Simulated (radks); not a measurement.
The numbers below are computed, except where a source is named.
The iodine ion I35+, 18 electrons, occupied as [Ar] (the NIST ground configuration). Level of theory: scalar-relativistic Kohn-Sham, PBE, spin-unpolarised, spherical densities, point nucleus (a radial shooting solver on a logarithmic mesh with Libxc functionals). Some entries of the table are withheld. Estimate them.

| orbital | occ. | eigenvalue (eV) | <r^2> (bohr^2) | r(max) (bohr) |
|---|---|---|---|---|
| 1s | 2 | -34875.30 | 0.001005 | 0.01754 |
| 2s | 2 | -6943.753 | (1) | 0.09871 |
| 2p | 6 | (2) | 0.01250 | 0.07915 |
| 3s | 2 | -2578.772 | (3) | 0.2701 |
| 3p | 6 | -2417.818 | 0.09026 | 0.2608 |
| 3d | 0 | (4) | 0.07116 | 0.2089 |
| 4s | 0 | -1319.877 | 0.3385 | 0.5500 |

Answer. 
(1) 2s <r^2> (bohr^2): 0.01584
(2) 2p eigenvalue (eV): -6435.133
(3) 3s <r^2> (bohr^2): 0.09390
(4) 3d eigenvalue (eV): -2219.218
